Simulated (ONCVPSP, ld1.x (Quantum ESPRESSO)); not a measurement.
Potentials for I compared

Generated with ld1.x 7.5 (TM, RRKJ, ultrasoft, PAW), atompaw 4.2 or ONCVPSP 4.0.1. The cutoff is in Ry: for ld1.x and atompaw files where the sum of valence levels is converged to 10 mRy in a Bessel basis, for ONCV files where the hardest occupied wave has 1 mHa per electron of residual kinetic energy. The error is the largest all-electron minus pseudo excitation energy over each file’s own four to seven test configurations (ionisations up to +4, promotions, holes and added fractions of an electron), all of which were solved. The labels leave out finer settings (local radius, basis sizes, second energies), which also bear on the numbers. Spin-polarised tests are not counted. The rows are a selection from randomly drawn settings: files with unsolved tests, undetermined cutoffs or missed reference levels are left out.

A true bound ghost makes a file unfit for plane-wave use even where its test errors are small: the radial tests pick states by their node count and pass the ghost by.

```tsv
potential	cutoff (Ry)	largest error (meV)	bound ghosts
ONCV, LDA (Perdew-Wang 92), scalar-relativistic, rc 1.30/1.30/1.35 (spd), local smoothed, core correction no, reference 4s2 4p6 4d10 5s1.75 5p5.25, qcut 10.2/10.7/13, projectors 2/2/2	109	-7.3	none
TM, PBE, non-relativistic, rc 1.80/1.95 (sp), local smoothed, core correction yes, reference 5s2 5p3	30	+26	d
PAW, LDA (PZ), scalar-relativistic, rc 1.75/2.35/1.15 (spd), local smoothed, core correction yes, reference 4d10 5s2 5p5	120	-23	none
ONCV, LDA (Perdew-Zunger), fully relativistic, rc 1.40/2.10/1.15 (spd), local smoothed, core correction yes, reference 4d10 5s2 5p4, qcut 4.5/4.3/12.7, projectors 2/2/1	137	+8.8	s, p3/2, p1/2
ONCV, PBEsol, scalar-relativistic, rc 1.30/1.00/1.45 (spd), local smoothed, core correction no, reference 4s2 4p6 4d10 5s2 5p3, qcut 9.1/12.7/11, projectors 3/2/2	127	-484	none
```

Fill in the row for I: ONCV, PBEsol, scalar-relativistic, rc 1.60/1.70/1.25 (spd), local smoothed, core correction no, reference 4d10 5s2 5p5, qcut 3.5/4.7/12.9, projectors 1/1/2.

cutoff 112 Ry, largest error +26 meV, bound ghosts: s, p.

Fill in the row for I: ONCV, PBE, scalar-relativistic, rc 1.10/1.20/1.30 (spd), local smoothed, core correction yes, reference 4s2 4p6 4d10 5s2 5p5, qcut 8.5/10.1/13.5, projectors 2/2/2.

cutoff 111 Ry, largest error -256 meV, bound ghosts: none.
